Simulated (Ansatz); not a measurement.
Task: Name a neutral molecule of F, O, W and H with LUMO energy (ωB97M-V/def2-TZVPP) between -0.60 and -0.30 eV and HOMO energy (B3LYP/def2-TZVPP) between -9.55 and -9.25 eV (Ansatz, PBE0-D4/def2-TZVP geometry).

Result: `[O]=[W]([OH])([OH])([OH])[F]` (-0.54 eV, -9.29 eV). Other molecules can fit too; these were computed, each in one conformer that needn't be the lowest.

B3LYP here is the variant with VWN-RPA as its local correlation; programs differ in this.
